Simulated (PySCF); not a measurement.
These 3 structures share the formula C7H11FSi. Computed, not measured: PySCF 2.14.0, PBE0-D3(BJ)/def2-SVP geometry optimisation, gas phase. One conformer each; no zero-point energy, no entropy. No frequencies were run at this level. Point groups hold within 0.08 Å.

Task: Rank from lowest to highest electronic energy at this level (kJ/mol).
A. `[CH3:1][CH:2]([CH3:3])[C:4]1=[CH:5][SiH2:6][C:7]([F:8])=[CH:9]1` with C1–C2–C4–C5 -118°
B. `[CH2:1]=[CH:2][C@@H:3]([F:4])[SiH:5]1[CH2:6][CH:7]=[CH:8][CH2:9]1` with C1–C2–C3–F4 -9°, C2–C3–Si5–C6 67°, C3–Si5–C6–C7 100°, Si5–C6–C7–C8 11°, C7–C8–C9–Si5 -10°, C3–Si5–C9–C8 -101°
C. `[CH:1]#[C:2][CH2:3][C@@H:4]([CH3:5])[Si@H:6]1[CH2:7][C@@H:8]1[F:9]` with C2–C3–C4–C5 177°, C3–C4–Si6–C7 94°

Result: A (0.0), B (4.0), C (224.1).

As drawn, the lowest has a C=C bond outside aromatic rings, which the highest lacks; the highest has a three-membered ring and a C≡C bond, which the lowest lacks. Neighbours under 10 kJ/mol apart (CC(C)C1=C[SiH2]C(F)=C1 and C=C[C@@H](F)[SiH]1CC=CC1) can change places with a better method, another conformer or zero-point energy.

```
                       SMILES      E (Eh)  E rel (kJ/mol)  dipole (D)  point group       A, B, C (MHz)
       CC(C)C1=C[SiH2]C(F)=C1  -661.76820             0.0        1.77           Cs  2277, 857.6, 726.0
     C=C[C@@H](F)[SiH]1CC=CC1  -661.76666             4.0        1.77           C1  2791, 854.3, 728.8
C#CC[C@@H](C)[Si@H]1C[C@@H]1F  -661.68284           224.1        2.39           C1  2020, 837.8, 630.2
```

Task: How do the relative energies change in single points at PBE0/pcSseg-1 (no added dispersion term) on the same geometries?

Result: 
```json
{"SMILES": "CC(C)C1=C[SiH2]C(F)=C1", "PBE0-D3(BJ)/def2-SVP (kJ/mol)": "0.0", "PBE0/pcSseg-1 (kJ/mol)": "2.2", "shift": "+2.2"}
{"SMILES": "C=C[C@@H](F)[SiH]1CC=CC1", "PBE0-D3(BJ)/def2-SVP (kJ/mol)": "4.0", "PBE0/pcSseg-1 (kJ/mol)": "0.0", "shift": "-4.0"}
{"SMILES": "C#CC[C@@H](C)[Si@H]1C[C@@H]1F", "PBE0-D3(BJ)/def2-SVP (kJ/mol)": "224.1", "PBE0/pcSseg-1 (kJ/mol)": "215.5", "shift": "-8.6"}
```

Each column counts from its own lowest isomer. C=C[C@@H](F)[SiH]1CC=CC1 becomes the lowest; the largest shift is 8.6 kJ/mol.
